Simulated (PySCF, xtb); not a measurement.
B(F)2(OAc) (C2H3BF2O2), SMILES FB(F)OC(C)=O.

GFN2-xTB (xtb) at its own geometry gives an orbital gap of 4.75 eV and a dipole moment of 3.81 D.

Geometry: ωB97X-D3(BJ)/def2-SVP. The values are those of a single conformer.

Q: What does HF/def2-TZVP in PySCF give? (The exact figures need the calculation; the answer reports its results.)

A: gap 15.92 eV (levels -12.98 and 2.93 eV), dipole 3.24 D.
